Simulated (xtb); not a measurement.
AlClH₄OSi, SMILES [SiH3][Al]([Cl])[OH]. All values are semi-empirical tight-binding results from xtb (GFN2-xTB unless named), good for trends rather than for accurate numbers. Geometry optimised at GFN2-xTB. One conformer was computed; it need not be the lowest.

For metal compounds this method's bond lengths and energies can be far off.

Computed properties:
- orbital gap = 3.86 eV
- zero-point energy = 23.8 kcal/mol
- G − E(el) at 298.15 K (modified RRHO) = 3.3 kcal/mol
